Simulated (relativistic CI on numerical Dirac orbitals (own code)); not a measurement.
**Forbidden transitions in Pb XXXIV**

These numbers are calculated, not measured: Dirac-Coulomb-Breit CI, orbitals from a KLI potential per configuration, QED by a radiative potential, unscaled Slater integrals (own radial code, finite nucleus).

Configuration list (outside the closed core [Ar] 3d10): 4s²4p⁶4d¹⁰4f³, 4s²4p⁶4d⁹4f⁴, 4s²4p⁶4d¹⁰4f²5s, 4s²4p⁶4d¹⁰4f²5p, 4s²4p⁵4d¹⁰4f⁴, 4s²4p⁶4d¹⁰4f5s², 4s²4p⁶4d¹⁰4f5s5p, 4s²4p⁶4d¹⁰4f²5d, 4s4p⁶4d¹⁰4f⁴, 4s²4p⁶4d¹⁰4f5p², 4s²4p⁴4d¹⁰4f⁵, 4s²4p⁶4d¹⁰4f5s5d, 4s²4p⁶4d⁹4f³5s, 4s²4p⁶4d⁹4f²5s², 4s²4p⁶4d¹⁰4f²5f, 4s²4p⁶4d¹⁰4f5p5d, 4s²4p⁶4d⁹4f³5p, 4s²4p⁶4d¹⁰4f²5g, 4s²4p⁶4d¹⁰4f²6s, 4s²4p⁶4d¹⁰4f5d², 4s²4p⁶4d¹⁰4f²6p, 4p⁶4d¹⁰4f⁵, 4s²4p⁵4d¹⁰4f²5s², 4s²4p⁶4d¹⁰4f²6d, 4s²4p⁵4d¹⁰4f³5s, 4s²4p⁶4d¹⁰4f²6g, 4s²4p⁶4d¹⁰4f²7s, 4s4p⁶4d¹⁰4f²5s², 4p⁶4d¹⁰4f⁴5s. Levels of other configurations are missing.

| λ vac (nm) | Lower | Upper | Type | A (s⁻¹) | log gf |
| --- | --- | --- | --- | --- | --- |
| 109.38 | 4s²4p⁶4d¹⁰4f³ ⁴I°15/2 [10] | 4s²4p⁶4d¹⁰4f³ ²L°17/2 [30] | M1 | 1.12e+03 | -5.44 |
| 117.23 | 4s²4p⁶4d¹⁰4f³ ⁴F°3/2 [3] | 4s²4p⁶4d¹⁰4f³ ⁴D°5/2 [17] | M1 | 1.22e+03 | -5.82 |
| 128.97 | 4s²4p⁶4d¹⁰4f³ ⁴I°11/2 [2] | 4s²4p⁶4d¹⁰4f³ ²K°13/2 [12] | M1 | 4.78e+03 | -4.78 |
| 130.55 | 4s²4p⁶4d¹⁰4f³ ²G°9/2 [5] | 4s²4p⁶4d¹⁰4f³ ²H°11/2 [21] | M1 | 1.23e+03 | -5.42 |
| 132.91 | 4s²4p⁶4d¹⁰4f³ ²K°13/2 [12] | 4s²4p⁶4d¹⁰4f³ ²K°15/2 [31] | M1 | 4.14e+03 | -4.76 |
| 134.89 | 4s²4p⁶4d¹⁰4f³ ⁴I°9/2 [1] | 4s²4p⁶4d¹⁰4f³ ²G°9/2 [5] | M1 | 2.70e+03 | -5.13 |
| 147.22 | 4s²4p⁶4d¹⁰4f³ ²G°9/2 [5] | 4s²4p⁶4d¹⁰4f³ ⁴G°9/2 [18] | M1 | 2.04e+03 | -5.18 |
| 148.64 | 4s²4p⁶4d¹⁰4f³ ⁴I°13/2 [6] | 4s²4p⁶4d¹⁰4f³ ²L°15/2 [20] | M1 | 1.93e+03 | -4.99 |
| 150.27 | 4s²4p⁶4d¹⁰4f³ ⁴G°7/2 [11] | 4s²4p⁶4d¹⁰4f³ ²H°9/2 [25] | M1 | 2.05e+03 | -5.16 |
| 153.56 | 4s²4p⁶4d¹⁰4f³ ⁴S°3/2 [8] | 4s²4p⁶4d¹⁰4f³ ²D°3/2 [22] | M1 | 3.16e+03 | -5.35 |
| 170.26 | 4s²4p⁶4d¹⁰4f³ ²G°7/2 [19] | 4s²4p⁶4d¹⁰4f³ ²G°9/2 [32] | M1 | 2.54e+03 | -4.96 |
| 184.89 | 4s²4p⁶4d¹⁰4f³ ²L°15/2 [20] | 4s²4p⁶4d¹⁰4f³ ²K°15/2 [31] | M1 | 1.81e+03 | -4.83 |
| 188.18 | 4s²4p⁶4d¹⁰4f³ ⁴F°5/2 [7] | 4s²4p⁶4d¹⁰4f³ ²G°7/2 [19] | M1 | 2.98e+03 | -4.90 |
| 193.91 | 4s²4p⁶4d¹⁰4f³ ²G°9/2 [5] | 4s²4p⁶4d¹⁰4f³ ⁴F°9/2 [14] | M1 | 1.41e+03 | -5.10 |
| 199.10 | 4s²4p⁶4d¹⁰4f³ ²H°11/2 [13] | 4s²4p⁶4d¹⁰4f³ ⁴G°11/2 [24] | M1 | 1.56e+03 | -4.95 |
| 200.18 | 4s²4p⁶4d¹⁰4f³ ²G°9/2 [5] | 4s²4p⁶4d¹⁰4f³ ²H°11/2 [13] | M1 | 7.43e+02 | -5.27 |
| 222.08 | 4s²4p⁶4d¹⁰4f³ ⁴I°9/2 [1] | 4s²4p⁶4d¹⁰4f³ ⁴I°11/2 [2] | M1 | 3.14e+03 | -4.56 |
| 227.08 | 4s²4p⁶4d¹⁰4f³ ⁴I°15/2 [10] | 4s²4p⁶4d¹⁰4f³ ²L°15/2 [20] | M1 | 1.18e+03 | -4.84 |
| 279.80 | 4s²4p⁶4d¹⁰4f³ ⁴G°5/2 [4] | 4s²4p⁶4d¹⁰4f³ ⁴G°7/2 [11] | M1 | 1.48e+03 | -4.86 |
| 318.36 | 4s²4p⁶4d¹⁰4f³ ⁴I°11/2 [2] | 4s²4p⁶4d¹⁰4f³ ⁴I°13/2 [6] | M1 | 1.07e+03 | -4.64 |

Terms are leading LS components. Brackets give the number of a level in order of energy, since labels repeat. The list gives strong lines, with weight on those to low levels, among the lowest 400 of 9933 levels, so that lines to higher ones, which can be the strongest, are missing. Levels whose partners in the same complex of configurations lie outside the list can be far off, and so can their lines. Rates are taken at the computed energies, electric ones in the length gauge.

At this charge energies of transitions that change n are usually good to better than 1 %, and those within a shell (Δn = 0) to a few per cent. Terms inside the open d or f shell come out 10 to 20 % too wide with unscaled integrals.

LS names give the leading component of a level, which can be under half, so a name can repeat, a term be missing and a line seem to break the LS rules.
